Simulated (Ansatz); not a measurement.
Relaxation of GeH4O (6 atoms, charge 0, multiplicity 1), to a largest force component of 0.02 eV/Å in at most 40 steps.

All numbers below come from RKS B3LYP-D4/def2-SVP in Ansatz 0.2.0.

```xyz
6
Properties=species:S:1:pos:R:3:forces:R:3
Ge 0.000 0.000 0.000 -0.81 0.05 0.37
H 0.000 0.000 1.550 -0.02 0.00 -0.05
O 1.669 0.000 -0.589 1.09 -1.82 -0.51
H 1.986 -0.952 -0.706 -0.50 1.87 0.20
H -0.730 1.265 -0.516 0.22 -0.09 -0.01
H -0.730 -1.265 -0.516 0.01 -0.01 0.00
```

**Question.** Where does it end, and by what steps?

**Answer.** It converged. After 5 steps the energy has fallen by 0.078 eV; H4 moved furthest, 0.24 Å.

```json
{"step": "0", "energy less start (eV)": "0.0000", "largest force component (eV/Å)": "1.871", "accepted": "yes"}
{"step": "1", "energy less start (eV)": "-0.0603", "largest force component (eV/Å)": "0.720", "accepted": "yes"}
{"step": "2", "energy less start (eV)": "-0.0697", "largest force component (eV/Å)": "0.113", "accepted": "yes"}
{"step": "3", "energy less start (eV)": "-0.0767", "largest force component (eV/Å)": "0.047", "accepted": "yes"}
{"step": "4", "energy less start (eV)": "-0.0771", "largest force component (eV/Å)": "0.021", "accepted": "yes"}
{"step": "5", "energy less start (eV)": "-0.0775", "largest force component (eV/Å)": "0.004", "accepted": "yes"}
```

```xyz
6
Properties=species:S:1:pos:R:3
Ge -0.038 -0.035 -0.016
H 0.054 -0.061 1.528
O 1.598 -0.041 -0.745
H 2.099 -0.840 -0.533
H -0.664 1.279 -0.507
H -0.854 -1.255 -0.505
```

Whether the end is a true minimum wasn't checked by a vibrational analysis.

Run time: 6.6 s on 1 thread of Intel(R) Xeon(R) 6975P-C (Granite Rapids) (shared host), peak memory 0.14 GiB.
